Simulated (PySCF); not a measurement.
Geometry:
```json
{"atom": "C1", "x (Å)": "2.676", "y (Å)": "-0.695", "z (Å)": "0.395"}
{"atom": "C2", "x (Å)": "1.450", "y (Å)": "0.025", "z (Å)": "-0.159"}
{"atom": "Si3", "x (Å)": "-0.116", "y (Å)": "-0.261", "z (Å)": "0.846"}
{"atom": "N4", "x (Å)": "-1.483", "y (Å)": "0.608", "z (Å)": "0.197"}
{"atom": "Si5", "x (Å)": "-3.003", "y (Å)": "0.002", "z (Å)": "-0.389"}
{"atom": "H6", "x (Å)": "3.576", "y (Å)": "-0.495", "z (Å)": "-0.208"}
{"atom": "H7", "x (Å)": "2.532", "y (Å)": "-1.787", "z (Å)": "0.411"}
{"atom": "H8", "x (Å)": "2.899", "y (Å)": "-0.382", "z (Å)": "1.427"}
{"atom": "H9", "x (Å)": "1.629", "y (Å)": "1.114", "z (Å)": "-0.207"}
{"atom": "H10", "x (Å)": "1.242", "y (Å)": "-0.289", "z (Å)": "-1.197"}
{"atom": "H11", "x (Å)": "0.162", "y (Å)": "0.147", "z (Å)": "2.264"}
{"atom": "H12", "x (Å)": "-0.487", "y (Å)": "-1.709", "z (Å)": "0.835"}
{"atom": "H13", "x (Å)": "-1.395", "y (Å)": "1.622", "z (Å)": "0.208"}
{"atom": "H14", "x (Å)": "-2.897", "y (Å)": "-1.484", "z (Å)": "-0.464"}
{"atom": "H15", "x (Å)": "-3.317", "y (Å)": "0.547", "z (Å)": "-1.748"}
{"atom": "H16", "x (Å)": "-4.159", "y (Å)": "0.358", "z (Å)": "0.496"}
```

Geometry: PBE0-D3(BJ)/def2-SVP; GIAO absolute shieldings from PySCF, gas phase, non-relativistic, averaged over equivalent atoms.

At PBE0/pcSseg-1 (154 basis functions, 12 s wall time on 1 thread of an Arm Neoverse V2, shared host):
```csv
atoms,σ (ppm)
C2,173.4
C1,177.4
Si3,366.7
Si5,400.3
N4,258.9
H14/H15/H16,26.52
H11/H12,26.64
H6/H7/H8,30.34
H9/H10,30.61
H13,32.16
```

Predict the values at KT2/pcSseg-2 on the same geometry.

## Answers


| atoms | σ at KT2/pcSseg-2 | change |
| --- | --- | --- |
| C2 | 168.2 | -5.2 |
| C1 | 175.0 | -2.4 |
| Si3 | 365.2 | -1.5 |
| Si5 | 399.8 | -0.5 |
| N4 | 247.0 | -11.9 |
| H14/H15/H16 | 26.21 | -0.31 |
| H11/H12 | 26.35 | -0.29 |
| H6/H7/H8 | 30.20 | -0.14 |
| H9/H10 | 30.35 | -0.26 |
| H13 | 31.89 | -0.27 |

The largest change is at N4 (nitrogen bonded to 2 Si, H). Cost: 348 basis functions, 58 s wall time on 1 thread of an Arm Neoverse V2, shared host.
